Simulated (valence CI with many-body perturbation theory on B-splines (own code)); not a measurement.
**Which ion has this spectrum?**

A relativistic CI+MBPT calculation for an atom or ion with 5 electrons gives these levels (cm⁻¹):

```
  J  Parity        E     g
1/2     odd        0  0.66
3/2     odd   492460  1.33
1/2    even   697900  2.49
3/2    even  1013692  1.70
5/2    even  1154212  1.47
3/2    even  1429669  0.89
1/2    even  1503888  1.10
5/2    even  1670729  1.31
1/2    even  2029327  1.72
3/2    even  2040142  1.25
3/2     odd  2256761  1.56
3/2     odd  2634650  1.29
5/2     odd  2732565  1.19
1/2     odd  2933323  0.66
```

The energies are calculated, and their last digits are not significant.

Question: Which is it?
A. Kr31+
B. Br30+
C. Rb32+
D. As28+

Answer: A. Kr31+, ground level (2s^2 2p1/2) J=1/2.
